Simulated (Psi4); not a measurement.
BeF$_{2}$, charge -1, doublet, geometry from GFN2-xTB (such geometries of metal compounds can be far from the true shape) (a state made from the parent by changing its charge; the spin is typed, not shown lowest) (a gas-phase anion, which may not be bound at this level). Base run: TPSS/6-31G (Psi4 1.11).

Psi4 was given this input:
```
memory 2 GB

molecule {
-1 2
  Be   -0.26584289    0.31847142   -0.60610142
  F     1.28442678   -0.09003241   -0.41288386
  F    -1.16627438   -0.05151045    0.68226227
}

set basis 6-31g
set reference uks

energy('tpss')
print_variables()
```

The base run was repeated with changes; each row names its change, and settings that it needs were set with it.

```csv
change,basis functions,E (Eh),core-seconds (rough)
base,27,-214.52804,8
basis = STO-3G,15,-211.31092,7
basis = def2-SV(P),37,-214.39181,10
basis = pcseg-1,37,-214.52808,10
basis = 6-31G**,45,-214.54486,8
basis = 6-311G**,54,-214.63587,10
basis = 6-311++G**,66,-214.66086,10
basis = def2-TZVPP,81,-214.67285,10
"basis = 6-311+G(2d,p)",81,-214.66642,20
basis = def2-TZVP,81,-214.67285,20
basis = cc-pVTZ,90,-214.66383,10
basis = def2-TZVPD,102,-214.68080,20
basis = def2-QZVPP,150,-214.69495,30
```

Totals compare only among sets that treat the same electrons; sets with core potentials leave the core out.

Open shells are given as the SCF converged; they aren't shown to be the lowest states, and a large step between rows can be another state.

A gas-phase anion may not be bound at this level; its values then depend on the basis.
